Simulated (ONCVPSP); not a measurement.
## An odd input for ONCVPSP 4.0.1 (arsenic (As))

Command:

```bash
oncvpsp.x < As.dat > As.out
```

Input:

```
# ATOM AND REFERENCE CONFIGURATION
# atsym  z   nc   nv     iexc    psfile
  As 33.00    3    5        4      upf
#
#   n    l    f
    1    0    2.00
    2    0    2.00
    2    1    6.00
    3    0    2.00
    3    1    6.00
    3    2   10.00
    4    0    2.00
    4    1    3.00
#
# PSEUDOPOTENTIAL AND OPTIMIZATION
# lmax
    3
#
#   l,   rc,      ep,       ncon, nbas, qcut
    0    0.80    0.00    4    9   14.10
    1    1.10    0.00    3    7   14.90
    2    1.05    0.00    4    9   15.20
    3    0.85    0.10    3    7   12.80
#
# LOCAL POTENTIAL
# lloc, lpopt,  rc(5),   dvloc0
    4    3    0.10   -1.00
#
# VANDERBILT-KLEINMAN-BYLANDER PROJECTORs
# l, nproj, debl
    0    2    3.80
    1    3    1.00
    2    2    3.80
    3    2    1.00
#
# MODEL CORE CHARGE
# icmod, fcfact, rcfact
    0    0.00    0.00
#
# LOG DERIVATIVE ANALYSIS
# epsh1, epsh2, depsh
   -8.00    5.00    0.04
#
# OUTPUT GRID
# rlmax, drl
    6.00    0.01
#
# TEST CONFIGURATIONS
# ncnf
    4
# nvcnf
#   n    l    f
    5
    3    0    2.00
    3    1    6.00
    3    2   10.00
    4    0    2.00
    4    1    2.00
#
    5
    3    0    2.00
    3    1    6.00
    3    2   10.00
    4    0    2.00
    4    1    1.00
#
    5
    3    0    2.00
    3    1    6.00
    3    2   10.00
    4    0    2.00
    4    1    0.00
#
    5
    3    0    2.00
    3    1    6.00
    3    2   10.00
    4    0    1.00
    4    1    3.00
#
```

This is an input that runs to its end, with one change: rc(5) set to 0.10 bohr.

**Question.** How does the run end?

**Answer.** The program runs through. Ghost flags: GHOST(-) s at -2973.6 eV, GHOST(+) d at -22.8 eV, GHOST(+) f at 126.7 eV, GHOST(+) p at 870.1 eV; the largest excitation error among the 4 tests with output is 5.58 meV, against 5.17 meV for the unchanged input.

```
   2   0  2.0000  -55.05927492
   2   1  6.0000  -48.33045542
   3   0  2.0000   -7.41571731   -7.41606790   -3.51D-04
   3   1  6.0000   -5.33436056   -5.33458487   -2.24D-04
   3   2 10.0000   -1.91318813   -1.91353630   -3.48D-04
   4   0  1.0000   -0.89156643   -0.89151049    5.59D-05
   4   1  3.0000   -0.51681430   -0.51678894    2.54D-05

    Total energies and differences
      AE_ref= -2.26080651D+03  AE_tst= -2.26009884D+03  dif=  7.08D-01
      PS_ref= -3.25224023D+02  PS_tst= -3.24516338D+02  dif=  7.08D-01
      PSP excitation error= -2.41D-05
```
